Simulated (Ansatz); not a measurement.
**Ligand exchange: AlH2(SH) + InH2(SH) → AlH(SH)2 + InH3**

Species: AlH2(SH), singlet; InH2(SH), singlet; AlH(SH)2, singlet; InH3 `[InH3]`, singlet. The partners trade H for SH: Al–H and In–SH bonds give way to Al–SH and In–H.

Shapes, held fixed at every level: PBE0-D4/def2-TZVP. Flexible molecules stand in one conformer, not always the lowest. Programs: Ansatz 0.2.0. The zero-point and thermal change to 298 K, harmonic and unscaled (PBE0-D4/def2-TZVP), is -1.8 kJ/mol.

| level | kind | ΔH(298 K) (kJ/mol) | less CCSD(T)/def2-TZVPP |
| --- | --- | --- | --- |
| HF/def2-SVP | Hartree–Fock | -10.9 | +2.6 |
| SPW92/def2-TZVPP | LDA | -14.6 | -1.1 |
| PBE-D4/def2-TZVPP | GGA | -12.9 | +0.6 |
| r2SCAN-D4/def2-TZVPP | meta-GGA | -15.0 | -1.5 |
| MP2/def2-SVP | perturbation theory | -12.0 | +1.5 |
| MP2/def2-TZVPP | perturbation theory | -12.1 | +1.4 |
| CCSD/def2-TZVPP | coupled cluster or CI | -13.8 | -0.3 |
| CCSD(T)/def2-TZVPP | coupled cluster or CI | -13.5 | 0.0 |

The highest level, CCSD(T)/def2-TZVPP, gives ΔH(298 K) = -13.5 kJ/mol; the levels span -15.0 to -10.9. The column of differences is taken from that level and isn't an error. No measured value is set beside it here. For atoms past krypton def2 sets carry core potentials with scalar relativity. Outer-core shells of In are correlated, in sets that cover them unevenly.
